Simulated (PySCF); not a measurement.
**Correlation energy of Hg²⁺ (mercury, charge +2)**

[Xe] 4f14 5d9 6p1, one real determinant (an excited configuration). Computed with PySCF 2.14 in x2c-TZVPPall (11s7p7d3f1g, 97 functions), with scalar relativity by spin-free X2C-1e. Frozen: [Xe] 4f14; 10 electrons correlated.

```tsv
level	correlation energy (mhartree)
CCSD	-264.48
(T)	-7.81
CCSD(T)	-272.29
```

Diagnostics: T1 = 0.0076, D1 = 0.0298, largest double amplitude 0.047.

Question: Is a single reference adequate?

Answer: Yes, within this model without spin-orbit coupling: T1 lies below 0.03 and no double amplitude reaches 0.07.

The reference is one real determinant that mixes LS terms of this configuration.
